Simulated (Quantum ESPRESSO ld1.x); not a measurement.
The numbers below are computed, except where a source is named.
Task: The mean radii <r> (bohr) of the occupied orbitals of an atom or ion are listed with their occupations. Level of theory: non-relativistic Kohn-Sham, LDA (Slater exchange, VWN5 correlation), spin-polarised, spherical densities, point nucleus (ld1.x of Quantum ESPRESSO 7.5).

| orbital | occ. | <r> |
|---|---|---|
| 1s up | 1 | 0.02166 |
| 1s down | 1 | 0.02166 |
| 2s up | 1 | 0.09177 |
| 2s down | 1 | 0.09177 |
| 2p up | 3 | 0.07768 |
| 2p down | 3 | 0.07768 |
| 3s up | 1 | 0.2346 |
| 3s down | 1 | 0.2346 |
| 3p up | 3 | 0.2244 |
| 3p down | 3 | 0.2244 |
| 3d up | 5 | 0.1975 |
| 3d down | 5 | 0.1975 |
| 4s up | 1 | 0.5275 |
| 4s down | 1 | 0.5275 |
| 4p up | 3 | 0.5374 |
| 4p down | 3 | 0.5374 |
| 4d up | 5 | 0.5630 |
| 4d down | 5 | 0.5629 |
| 5s up | 1 | 1.322 |
| 5s down | 1 | 1.320 |
| 5p up | 3 | 1.507 |
| 5p down | 3 | 1.501 |
| 4f up | 7 | 0.7459 |
| 4f down | 7 | 0.7437 |
| 6s up | 1 | 3.756 |

Name the element and its charge. Open shells, if any, are filled with parallel spins first.

Result: Z = 70, ytterbium, charge +1: Yb+ in [Xe] 4f14 6s1. The 1s radius gives Z: for a bare nucleus <r> = 1.5/Z, 0.02143 bohr for Z = 70, and screening makes it slightly larger (0.02166 here). The occupations add up to 69, and the charge is Z minus that.
